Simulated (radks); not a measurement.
All-electron atom: Yb53+ in [Ne] 3s2 3p4 5d1 (not the ground configuration). Calculated with a radial shooting solver on a logarithmic mesh with Libxc functionals: scalar-relativistic Kohn-Sham, r2SCAN, spin-polarised, spherical densities, finite nucleus; open shells are filled with parallel spins first (spin-orbit coupling, left out, can overturn this in heavy ions); meta-GGA in the generalised Kohn-Sham scheme; Fermi nuclear charge, rms radius 5.3108 fm. Some entries of the table are withheld. Estimate them.

orbital  occ.  eigenvalue (eV)  <r^2> (bohr^2)
1s up       1        -65234.64       0.0005299
1s down     1        -65224.08       0.0005297
2s up       1        -14183.44        0.008017
2s down     1        -14178.05        0.008010
2p up       3        -12976.23        0.006519
2p down     3        -12966.52        0.006517
3s up       1        -5582.676         0.04568
3s down     1        -5555.439         0.04578
3p up       3              (1)         0.04448
3p down     1              (2)         0.04457
5d up       1        -1653.571          0.4153

Answer. 
(1) 3p up eigenvalue (eV): -5216.486
(2) 3p down eigenvalue (eV): -5188.814
